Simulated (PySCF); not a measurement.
One of the candidates below gave these computed data.

All candidates are C5H5F3O.

| technique | computed result |
| --- | --- |
| Polarisability | 64.1 au [CAM-B3LYP/def2-SVPD] |
| 1H NMR | chemical shifts (computed TMS as zero) by class: 4.22 (1 H), 4.11 (1 H), 3.33 (1 H), 1.77 (1 H), 1.35 (1 H) ppm [GIAO PBE0/pcSseg-1] |
| UV, first state | lowest singlet excitation: 6.61 eV (187 nm, f = 0.000) [TDDFT CAM-B3LYP/def2-SVPD] |
| Rotational structure | rotational constants A, B, C: 2.141, 1.354, 0.993 GHz [GFN2-xTB] |
| Triplet | lowest triplet excitation (Tamm–Dancoff): 5.51 eV [TDA CAM-B3LYP/def2-SVPD] |
| NMR, other nuclei | isotropic shieldings of nuclei other than C and H, by class: 308 (1 O), 256 (3 F) ppm [GIAO PBE0/pcSseg-1] |
| 13C NMR | chemical shifts (computed TMS as zero) by class: 133.9 (1 C), 82.6 (1 C), 82.0 (1 C), 66.6 (1 C), 44.6 (1 C) ppm [GIAO PBE0/pcSseg-1] |
| Dipole | 1.98 D [CAM-B3LYP/def2-SVPD] |
| UV, strongest line | among the 8 lowest singlet transitions: S6 at 8.18 eV (151 nm, f = 0.062) [TDDFT CAM-B3LYP/def2-SVPD] |

The electronic properties come from PySCF, for the isolated species, density fitting. Levels stand in brackets. One conformer (not necessarily the lowest) at the GFN2-xTB geometry, without solvent, vibrations or thermal averaging. NMR values are class means; diastereotopic atoms form classes of their own.

Question: Which candidate is it?
A. `C=C(/C=C/F)OC(F)F`
B. `O=C1CC[C@@H]1C(F)(F)F`
C. `C/C(C=O)=C/C(F)(F)F`
D. `C#C[C@@H](CO)C(F)(F)F`

Answer: D. It is `C#C[C@@H](CO)C(F)(F)F`. Numbering: `[CH:1]#[C:2][C@@H:3]([CH2:4][OH:5])[C:6]([F:7])([F:8])[F:9]`. Its formula, C5H5F3O, gives 2 degrees of unsaturation: 0 rings and 2 π bonds in the structure found. 5 carbons fall into 5 classes; from least to most shielded: CF3 carbon [C6] (133.9 ppm), alkyne carbon [C2] (82.6 ppm), terminal alkyne carbon [C1] (82.0 ppm), carbinol carbon (C–OH) [C4] (66.6 ppm), propargylic carbon [C3] (44.6 ppm). Hydrogen classes from least to most shielded: 1 H on a carbinol carbon (C–OH), C4 (4.22 ppm), 1 H on a carbinol carbon (C–OH), C4 (4.11 ppm), 1 H on a propargylic carbon, C3 (3.33 ppm), 1 H on a terminal alkyne carbon, C1 (1.77 ppm), 1 H on an alcohol oxygen, O5 (1.35 ppm). The other shieldings belong to: 308 ppm, alcohol oxygen [O5]; 256 ppm, fluorine of a CF3 group [F7/F8/F9]. The optimised geometry has point group C1 and is an asymmetric top.

The others, at the same levels:
- `C=C(/C=C/F)OC(F)F` fails: its computed 13C shifts are 165.4 (1 C), 159.7 (1 C), 122.2 (1 C), 115.0 (1 C), 97.1 (1 C) ppm, 1H shifts are 7.60 (1 H), 6.68 (1 H), 6.03 (1 H), 4.62 (1 H), 4.57 (1 H) ppm and rotational constant A is 3.072 GHz (against 2.141 GHz).
- `C/C(C=O)=C/C(F)(F)F` fails: its computed 13C shifts are 195.4 (1 C), 155.7 (1 C), 140.2 (1 C), 131.6 (1 C), 19.8 (1 C) ppm, 1H shifts are 10.50 (1 H), 6.86 (1 H), 2.01 (3 H) ppm and lowest singlet excitation is 3.63 eV (342 nm, f = 0.000) (against 6.61 eV).
- `O=C1CC[C@@H]1C(F)(F)F` fails: its computed 13C shifts are 204.5 (1 C), 133.7 (1 C), 65.9 (1 C), 48.6 (1 C), 13.5 (1 C) ppm, 1H shifts are 3.74 (1 H), 3.39 (1 H), 3.16 (1 H), 2.24 (1 H), 2.21 (1 H) ppm and rotational constant A is 2.634 GHz (against 2.141 GHz).

Each candidate is one conformer, not necessarily the lowest. The conformers computed, where there is a choice (atom-mapped SMILES and torsion angles):
- `[CH:1]#[C:2][C@@H:3]([CH2:4][OH:5])[C:6]([F:7])([F:8])[F:9]`: C2–C3–C4–O5 -66°, C2–C3–C6–F7 -62°, H–O5–C4–C3 61°
- `[CH2:1]=[C:2](/[CH:3]=[CH:4]/[F:5])[O:6][CH:7]([F:8])[F:9]`: C1–C2–C3–C4 -179°, C1–C2–O6–C7 -15°, C2–O6–C7–F8 79°
- `[CH3:1]/[C:2]([CH:3]=[O:4])=[CH:5]/[C:6]([F:7])([F:8])[F:9]`: C1–C2–C3–O4 0°, C2–C5–C6–F7 60°
- `[O:1]=[C:2]1[CH2:3][CH2:4][C@@H:5]1[C:6]([F:7])([F:8])[F:9]`: C4–C5–C6–F7 -52°
